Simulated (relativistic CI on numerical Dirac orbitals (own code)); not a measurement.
**Electric-dipole transitions in Sc¹²⁺**

Computed by Dirac-Coulomb-Breit CI, KLI orbitals optimised for each configuration, model QED (radiative potential, 1s self-energy scaled to tabulated hydrogen-like ionisation energies), unscaled Slater integrals (own radial code, finite nucleus).

CI space (outside the closed core 1s2): 2s2.2p5, 2s.2p6, 2s2.2p4.3s, 2p6.3s, 2s2.2p4.3p, 2p6.3p, 2p6.3d, 2s2.2p4.3d, 2s.2p5.3s, 2s.2p5.3p, 2s.2p5.3d, 2s2.2p4.4s, 2s2.2p4.4p, 2s2.2p4.4d, 2s2.2p4.4f, 2s2.2p4.5s, 2s2.2p3.3s2, 2s2.2p4.5p, 2s2.2p4.5d, 2s2.2p4.5f, 2s2.2p4.5g, 2s.2p5.4s, 2s2.2p3.3s.3p, 2s.2p5.4p, 2s.2p5.4d, 2s2.2p3.3p2, 2s.2p5.4f, 2s2.2p3.3s.3d, 2s2.2p3.3p.3d, 2s.2p4.3s2, 2s2.2p3.3d2, 2s.2p4.3s.3p, 2s.2p5.5s, 2s.2p5.5p, 2s.2p5.5d, 2s.2p5.5f. Levels of other configurations are missing.

```csv
λ vac (Å),Lower,Upper,A (s⁻¹),log gf,S velocity/length
24.305,2s2.2p5 2P°_1/2 [2],2s2.2p4.3d 2D_3/2 [60],2.97e+12,0.02,1.00
24.425,2s.2p6 2S_1/2 [3],2s.2p5.3d 2P°_3/2 [125],4.28e+12,0.19,0.94
24.532,2s2.2p5 2P°_3/2 [1],2s2.2p4.3d 2D_5/2 [56],6.09e+12,0.52,1.01
24.543,2s2.2p5 2P°_3/2 [1],2s2.2p4.3d 2P_3/2 [55],6.55e+12,0.37,0.98
24.654,2s2.2p5 2P°_3/2 [1],2s2.2p4.3d 2S_1/2 [52],4.71e+12,-0.07,0.97
24.688,2s2.2p5 2P°_1/2 [2],2s2.2p4.3d 2P_1/2 [58],6.22e+12,0.06,0.98
24.689,2s2.2p5 2P°_1/2 [2],2s2.2p4.3d 2D_3/2 [57],4.93e+12,0.26,1.01
24.969,2s2.2p5 2P°_3/2 [1],2s2.2p4.3d 2D_5/2 [49],2.21e+12,0.09,1.00
25.437,2s.2p6 2S_1/2 [3],2s.2p5.3d 2P°_3/2 [102],5.16e+12,0.30,0.95
25.564,2s.2p6 2S_1/2 [3],2s.2p5.3d 2P°_1/2 [101],4.94e+12,-0.01,0.96
83.585,2s2.2p4.3p 4D°_7/2 [14],2s2.2p4.4d 4F_9/2 [132],1.83e+11,0.28,1.03
98.203,2s2.2p4.3d 4D_7/2 [33],2s2.2p4.4f 4F°_9/2 [150],3.48e+11,0.70,0.98
99.657,2s2.2p4.3d 2G_7/2 [50],2s2.2p4.4f 2H°_9/2 [180],4.18e+11,0.79,1.00
99.689,2s2.2p4.3d 2G_9/2 [51],2s2.2p4.4f 2H°_11/2 [181],4.30e+11,0.89,1.00
100.12,2s2.2p4.3d 4F_9/2 [37],2s2.2p4.4f 4G°_11/2 [152],4.31e+11,0.89,0.99
100.20,2s2.2p4.3d 2F_7/2 [43],2s2.2p4.4f 4G°_9/2 [163],3.67e+11,0.74,0.98
101.00,2s2.2p4.3d 4F_7/2 [38],2s2.2p4.4f 2G°_9/2 [155],3.79e+11,0.76,0.99
101.90,2s2.2p4.3d 2F_7/2 [54],2s2.2p4.4f 2G°_9/2 [185],3.52e+11,0.74,0.99
238.45,2s2.2p4.4f 4G°_11/2 [152],2s2.2p4.5g 4H_13/2 [247],1.22e+11,1.16,1.00
511.64,2s2.2p4.3s 4P_5/2 [4],2s2.2p4.3p 4D°_7/2 [14],3.25e+09,0.01,1.03
```

Terms are leading LS components. Brackets give the number of a level in order of energy, since labels repeat. The list gives strong lines, with weight on those to low levels, among the lowest 400 of 1082 levels, so that lines to higher ones, which can be the strongest, are missing. Levels whose partners in the same complex of configurations lie outside the list can be far off, and so can their lines. Rates are taken at the computed energies, electric ones in the length gauge. A velocity-to-length ratio far from 1 marks an uncertain rate.

At this charge energies of transitions that change n are usually good to better than 1 %, and those within a shell (Δn = 0) to a few per cent.

LS names give the leading component of a level, which can be under half, so a name can repeat, a term be missing and a line seem to break the LS rules.
